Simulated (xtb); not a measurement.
xtb input (GFN1-xTB):

```bash
xtb mol.xyz --gfn 1 --opt tight --chrg -2 --uhf 0
```
mol.xyz:
```
5

Mo     0.00000000    -0.00000000     0.00000000
S      1.32957908    -0.54288686    -1.67786719
S      1.18005759     0.12896991     1.86241130
S     -0.94320525     1.95433322    -0.41071952
S     -1.56643142    -1.54041627     0.22617541
```

End of the output:

```
   Z      Z             #   av. dist./Å        max./Å        min./Å
  16 S   42 Mo          4     2.1976074     2.1976074     2.1976074

optimized geometry written to: xtbopt.xyz

           -------------------------------------------------
          | TOTAL ENERGY              -17.321219117791 Eh   |
          | GRADIENT NORM               0.000199347837 Eh/α |
          | HOMO-LUMO GAP               2.945707241356 eV   |
           -------------------------------------------------

------------------------------------------------------------------------
------------------------------------------------------------------------
 total:
 SCF:
 ANC optimizer:
```
